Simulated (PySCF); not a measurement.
**Diatomics of P with group 12**

PBE0 with double-zeta basis sets in PySCF, for the lowest determinant that a PBE0 search found; no spin–orbit coupling. De refers to high-spin ground-configuration atoms. A positive dipole means M(−)P(+).

```
 M      basis  state (unpaired electrons)  Re (Å)  ωe (cm⁻¹)  De (eV)  μ (D)
Zn   def2-SVP         quartet (σ ↑, π ↑↑)   2.457        218     0.47  -1.40
Cd   def2-SVP         quartet (σ ↑, π ↑↑)   2.694        162     0.30  -0.83
Hg  def2-SVPD         quartet (σ ↑, π ↑↑)   2.983       69.9     0.10  -0.23
```

The shortest bond is that of ZnP (2.457 Å), the longest that of HgP (2.983 Å). ZnP is bound most strongly (0.47 eV) and HgP least (0.10 eV).

The rows differ in basis set, which adds steps of its own.

Down a group the atoms grow and get heavier, so bonds lengthen and wavenumbers fall; this series shows no clear exception.

Weak bonds: CdP, HgP, ZnP. Basis-set superposition, not corrected here, can be much of De in a small basis, most of all at correlated wavefunction levels. Functionals without a dispersion term scatter widely for such bonds, and LDA overbinds them. Spin–orbit coupling is left out, which matters for elements this heavy, above all for dissociation energies. States were picked by a PBE0 search and need not be the measured ground states.
